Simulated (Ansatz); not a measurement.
Born–Oppenheimer molecular dynamics of C2H5BF2OSi (12 atoms, charge 0, multiplicity 1). It goes on from the last frame of an earlier run, with new velocities.

All numbers below come from Ansatz 0.2.0, RKS PBE-D4/STO-3G.

```
ensemble        : NVT, Nosé–Hoover chain
time step       : 0.5 fs
steps asked     : 266
set temperature : 300 K
thermostat      : time constant 100 fs, chain length 1
seed            : 864079
```

First frame:

```xyz
12
Properties=species:S:1:pos:R:3
F -0.342 -2.599 -0.918
C -0.403 -1.313 -0.389
F 1.040 -1.644 1.465
B -0.174 -0.942 1.219
Si -0.063 1.081 0.984
C -0.228 0.984 -0.902
O -0.039 -0.419 -1.415
H -1.163 -1.224 1.862
H -1.196 1.954 1.297
H 1.049 1.958 1.314
H 0.512 1.539 -1.577
H -1.255 1.332 -1.296
```

Problem. What does the run give?

Solution. The run went to its last step.

- steps done: 266
- time covered: 133 fs
- mean temperature over the second half: 278 K
- spread of the potential energy over the second half: 4.5 meV per atom
- mean potential energy of the second half above the start: 7.4 meV per atom

The conserved energy stayed within 0.093 meV per atom of its start (net change 0.024 meV per atom), so the integration is sound. A run of 0.13 ps of so small a system gives no equilibrium averages. Limits of this set-up: minimal basis.

Problem. What happens to the structure?

Solution. The same pairs are bonded in the first frame and the last. Pairs count as bonded within 1.25 times the sum of covalent radii (0.12 Å more for H–H). Another seed would give other details.

Problem. How do temperature and energy run in time?

Solution. 
```csv
time (fs),T (K),potential energy less start (eV),conserved less start (meV/atom)
0.0,300,0.000,0.00
6.5,287,0.016,-0.04
13.0,260,0.052,-0.03
19.5,229,0.093,0.00
26.0,207,0.122,0.00
32.5,207,0.123,-0.03
39.0,244,0.077,-0.06
45.5,166,0.183,0.02
52.0,274,0.047,0.01
58.5,310,0.005,-0.06
65.0,254,0.083,-0.05
71.5,306,0.023,0.01
78.0,224,0.134,0.02
84.5,332,0.000,-0.08
91.0,196,0.182,0.01
97.5,232,0.143,0.05
104.0,231,0.150,0.02
110.5,338,0.021,-0.05
117.0,264,0.126,0.02
123.5,295,0.094,0.03
130.0,363,0.017,-0.03
```

The run took 6.9 min on 1 CPU thread of a shared host.
